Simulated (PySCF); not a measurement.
PySCF input for B2H4O, SMILES O(B)B, ADC(2)/aug-cc-pVDZ. Geometry: B3LYP-D3(BJ)/def2-TZVP.

```python
import numpy as np
from pyscf import gto, scf, dft, adc

mol = gto.M(
    atom='''
    O     0.00000000    0.00000000   -0.00000000
    B     0.00000000    0.00000000   -1.33421582
    H    -0.74119677    0.74119676   -1.90427270
    H     0.74119676   -0.74119677   -1.90427270
    B    -0.00000000   -0.00000000    1.33421582
    H    -0.74119676   -0.74119676    1.90427271
    H     0.74119677    0.74119677    1.90427270
    ''',
    basis='aug-cc-pVDZ',
    charge=0,
    spin=0,
    max_memory=1600,
    verbose=4,
)
mf = scf.RHF(mol)
mf.conv_tol = 1e-10
mf.max_cycle = 100
mf.kernel()
res = {}
for kind, nroots in (('ee', 6), ('ip', 6), ('ea', 2)):
    a = adc.ADC(mf).density_fit('aug-cc-pvdz-ri')
    a.method, a.method_type = 'adc(2)', kind
    e, v, p, x = a.kernel(nroots=nroots)
    res[kind] = (e * 27.211386245988, p)
a = adc.ADC(mf).density_fit('aug-cc-pvdz-ri')
a.method, a.method_type, a.ncvs = 'adc(2)-x', 'ip', 3
e, v, p, x = a.kernel(nroots=3)
res['core ip, CVS-ADC(2)-x'] = (e * 27.211386245988, p)
for kind, (e, p) in res.items():
    print(kind, 'energies / eV', np.round(e, 3), 'strengths', np.round(p, 4))
```

Program output:

```
PySCF version 2.14.0

[INPUT] verbose = 4
[INPUT] num. atoms = 7
[INPUT] num. electrons = 22
[INPUT] charge = 0
[INPUT] spin (= nelec alpha-beta = 2S) = 0
[INPUT] symmetry False subgroup None
[INPUT] Mole.unit = angstrom
[INPUT] Symbol           X                Y                Z      unit          X                Y                Z       unit  Magmom
[INPUT]  1 O      0.000000000000   0.000000000000   0.000000000000 AA    0.000000000000   0.000000000000   0.000000000000 Bohr   0.0
[INPUT]  2 B      0.000000000000   0.000000000000  -1.334215820000 AA    0.000000000000   0.000000000000  -2.521302490862 Bohr   0.0
[INPUT]  3 H     -0.741196770000   0.741196760000  -1.904272700000 AA   -1.400658899712   1.400658880815  -3.598553869486 Bohr   0.0
[INPUT]  4 H      0.741196760000  -0.741196770000  -1.904272700000 AA    1.400658880815  -1.400658899712  -3.598553869486 Bohr   0.0
[INPUT]  5 B      0.000000000000   0.000000000000   1.334215820000 AA    0.000000000000   0.000000000000   2.521302490862 Bohr   0.0
[INPUT]  6 H     -0.741196760000  -0.741196760000   1.904272710000 AA   -1.400658880815  -1.400658880815   3.598553888383 Bohr   0.0
[INPUT]  7 H      0.741196770000   0.741196770000   1.904272700000 AA    1.400658899712   1.400658899712   3.598553869486 Bohr   0.0

nuclear repulsion = 57.4795546794712
number of shells = 44
number of NR pGTOs = 149
number of NR cGTOs = 105
basis = aug-cc-pVDZ
ecp = {}


[settings echo left out]
init E= -126.841856011387
  HOMO = -0.338991006691235  LUMO = 0.01385376111687  gap/eV = 9.60140
cycle= 1 E= -126.566415766728  delta_E= 0.275  |g|= 0.456  |ddm|= 2.76
  HOMO = -0.437460616779321  LUMO = 0.0427985136142118  gap/eV = 13.06852
cycle= 2 E= -126.611162012062  delta_E= -0.0447  |g|= 0.257  |ddm|= 0.819
  HOMO = -0.459581432207411  LUMO = 0.0421903535430403  gap/eV = 13.65391
cycle= 3 E= -126.623406918413  delta_E= -0.0122  |g|= 0.0536  |ddm|= 0.226
  HOMO = -0.450544266049176  LUMO = 0.0435267070852857  gap/eV = 13.44436
cycle= 4 E= -126.624292462189  delta_E= -0.000886  |g|= 0.00485  |ddm|= 0.177
  HOMO = -0.452408960831947  LUMO = 0.0433394938069714  gap/eV = 13.49000
cycle= 5 E= -126.624306039769  delta_E= -1.36e-05  |g|= 0.000951  |ddm|= 0.0274
  HOMO = -0.452382122722503  LUMO = 0.0433542454802531  gap/eV = 13.48967
cycle= 6 E= -126.624306579233  delta_E= -5.39e-07  |g|= 0.000178  |ddm|= 0.00344
  HOMO = -0.452387957696258  LUMO = 0.0433553655913431  gap/eV = 13.48986
cycle= 7 E= -126.624306596203  delta_E= -1.7e-08  |g|= 3.52e-05  |ddm|= 0.000668
  HOMO = -0.452386718805522  LUMO = 0.0433556774642598  gap/eV = 13.48984
cycle= 8 E= -126.624306597032  delta_E= -8.3e-10  |g|= 6.49e-06  |ddm|= 0.000105
  HOMO = -0.452387505655569  LUMO = 0.04335560972578  gap/eV = 13.48986
cycle= 9 E= -126.624306597054  delta_E= -2.21e-11  |g|= 7.1e-07  |ddm|= 1.62e-05
  HOMO = -0.452387447723598  LUMO = 0.0433556184954254  gap/eV = 13.48986
Extra cycle  E= -126.624306597055  delta_E= -6.82e-13  |g|= 2.7e-07  |ddm|= 2.33e-06
converged SCF energy = -126.624306597055

******** <class 'pyscf.adc.radc.RADC'> ********
******** ADC Orbital Information ********
Number of Frozen Occupied Orbitals: 0
Number of Frozen Virtual Orbitals: 0
Number of Active Occupied Orbitals: 11
Number of Active Virtual Orbitals: 94
*****************************************
******** <class 'pyscf.df.df.DF'> ********
auxbasis = aug-cc-pvdz-ri
Reference correlation energy (doubles): -0.37685913
MP2 correlation energy of reference state (a.u.) = -0.37685913

******** <class 'pyscf.adc.radc_ee.RADCEE'> ********
max_space = 12
max_cycle = 50
conv_tol = 1e-08

*************************************************************
        ADC calculation summary (singlet states only)
*************************************************************
adc(2) root 0  |  Energy (Eh) =   0.2322723921  |  Energy (eV) =   6.32045372  |  Osc. strength = 0.00000000  |  conv = True
adc(2) root 1  |  Energy (Eh) =   0.2370382655  |  Energy (eV) =   6.45013974  |  Osc. strength = 0.00000000  |  conv = True
adc(2) root 2  |  Energy (Eh) =   0.2813662135  |  Energy (eV) =   7.65636465  |  Osc. strength = 0.48000601  |  conv = True
adc(2) root 3  |  Energy (Eh) =   0.2874110037  |  Energy (eV) =   7.82085177  |  Osc. strength = 0.00000000  |  conv = True
adc(2) root 4  |  Energy (Eh) =   0.3060887651  |  Energy (eV) =   8.32909954  |  Osc. strength = 0.01368054  |  conv = True
adc(2) root 5  |  Energy (Eh) =   0.3060887655  |  Energy (eV) =   8.32909955  |  Osc. strength = 0.01368054  |  conv = True

******** <class 'pyscf.adc.radc.RADC'> ********
******** ADC Orbital Information ********
Number of Frozen Occupied Orbitals: 0
Number of Frozen Virtual Orbitals: 0
Number of Active Occupied Orbitals: 11
Number of Active Virtual Orbitals: 94
*****************************************
******** <class 'pyscf.df.df.DF'> ********
auxbasis = aug-cc-pvdz-ri
Reference correlation energy (doubles): -0.37685913
MP2 correlation energy of reference state (a.u.) = -0.37685913

******** <class 'pyscf.adc.radc_ip.RADCIP'> ********
max_space = 12
max_cycle = 50
conv_tol = 1e-08

*************************************************************
        ADC calculation summary (doublet states only)
*************************************************************
adc(2) root 0  |  Energy (Eh) =   0.4033588088  |  Energy (eV) =  10.97595225  |  Spec. factor = 1.80361573  |  conv = True
adc(2) root 1  |  Energy (Eh) =   0.4033588091  |  Energy (eV) =  10.97595226  |  Spec. factor = 1.80361572  |  conv = True
adc(2) root 2  |  Energy (Eh) =   0.5381357032  |  Energy (eV) =  14.64341835  |  Spec. factor = 1.78101353  |  conv = True
adc(2) root 3  |  Energy (Eh) =   0.5381357039  |  Energy (eV) =  14.64341837  |  Spec. factor = 1.78101353  |  conv = True
adc(2) root 4  |  Energy (Eh) =   0.5496370174  |  Energy (eV) =  14.95638505  |  Spec. factor = 1.82336475  |  conv = True
adc(2) root 5  |  Energy (Eh) =   0.6011696396  |  Energy (eV) =  16.35865913  |  Spec. factor = 1.84878539  |  conv = True

******** <class 'pyscf.adc.radc.RADC'> ********
******** ADC Orbital Information ********
Number of Frozen Occupied Orbitals: 0
Number of Frozen Virtual Orbitals: 0
Number of Active Occupied Orbitals: 11
Number of Active Virtual Orbitals: 94
*****************************************
******** <class 'pyscf.df.df.DF'> ********
auxbasis = aug-cc-pvdz-ri
Reference correlation energy (doubles): -0.37685913
MP2 correlation energy of reference state (a.u.) = -0.37685913

******** <class 'pyscf.adc.radc_ea.RADCEA'> ********
max_space = 12
max_cycle = 50
conv_tol = 1e-08

*************************************************************
        ADC calculation summary (doublet states only)
*************************************************************
adc(2) root 0  |  Energy (Eh) =   0.0306848592  |  Energy (eV) =   0.83497755  |  Spec. factor = 1.95598152  |  conv = True
adc(2) root 1  |  Energy (Eh) =   0.0413164569  |  Energy (eV) =   1.12427806  |  Spec. factor = 1.99196947  |  conv = True

******** <class 'pyscf.adc.radc.RADC'> ********
******** ADC Orbital Information ********
Number of Frozen Occupied Orbitals: 0
Number of Frozen Virtual Orbitals: 0
Number of Active Occupied Orbitals: 11
Number of Active Virtual Orbitals: 94
*****************************************
******** <class 'pyscf.df.df.DF'> ********
auxbasis = aug-cc-pvdz-ri
Reference correlation energy (doubles): -0.37685913
MP2 correlation energy of reference state (a.u.) = -0.37685913

******** <class 'pyscf.adc.radc_ip_cvs.RADCIPCVS'> ********
max_space = 12
max_cycle = 50
conv_tol = 1e-08

*************************************************************
        ADC calculation summary (doublet states only)
*************************************************************
adc(2)-x root 0  |  Energy (Eh) =   7.3182131956  |  Energy (eV) = 199.13872424  |  Spec. factor = 1.53482736  |  conv = True
adc(2)-x root 1  |  Energy (Eh) =   7.3183117299  |  Energy (eV) = 199.14140550  |  Spec. factor = 1.53484935  |  conv = True
adc(2)-x root 2  |  Energy (Eh) =   7.6265173728  |  Energy (eV) = 207.52810822  |  Spec. factor = 0.02506967  |  conv = True
ee energies / eV [6.32  6.45  7.656 7.821 8.329 8.329] strengths [0.     0.     0.48   0.     0.0137 0.0137]
ip energies / eV [10.976 10.976 14.643 14.643 14.956 16.359] strengths [1.8036 1.8036 1.781  1.781  1.8234 1.8488]
ea energies / eV [0.835 1.124] strengths [1.956 1.992]
core ip, CVS-ADC(2)-x energies / eV [199.139 199.141 207.528] strengths [1.5348 1.5348 0.0251]
```

Self-consistency was reached.

Cost: about 2.6 core-minutes (a rough figure).
